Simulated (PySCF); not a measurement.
W(O)(F)4, F4OW, SMILES [F][W](=[O])([F])([F])[F] (B3LYP/def2-SVP optimised geometry):

```
6

W     -0.860    -0.109     0.000
O     -0.982    -1.815    -0.008
F     -0.721     1.815     0.000
F      0.982    -0.109     0.000
F     -1.767     0.094    -1.591
F     -1.767     0.083     1.592
```

Computed with B3LYP/def2-TZVP, def2 effective core potentials past Kr (PySCF).

Q: What are the frontier orbital energies and the dipole moment?

A: HOMO-2 -10.98 eV, HOMO-1 -10.98 eV, HOMO -10.69 eV, LUMO -3.72 eV, LUMO+1 -3.72 eV; dipole moment 0.57 D.
